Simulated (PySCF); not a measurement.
# Excitation energy of Ti by level of theory

Ti [Ar] 3d2 4s2 (3F) → Ti [Ar] 3d2 4s1 5s1 (5F), as a difference of total energies. All numbers are calculated (PySCF 2.14, no relativity, point nucleus, in aug-cc-pVDZ). Correlated levels: valence: [Ar] frozen. The calculations carry no spin-orbit coupling.

```tsv
method	excitation energy (cm⁻¹)
UHF	26948
LDA	35205
PBE	33357
PBE0	32781
r2SCAN	32103
BLYP	35573
BHandHLYP	34949
wB97X-V	34880
TPSSh	32859
MP2 (valence)	32385
SCS-MP2 (valence)	33978
```

The promoted electron is Rydberg-like, and one or two diffuse shells describe it only roughly, which tends to raise the upper state.
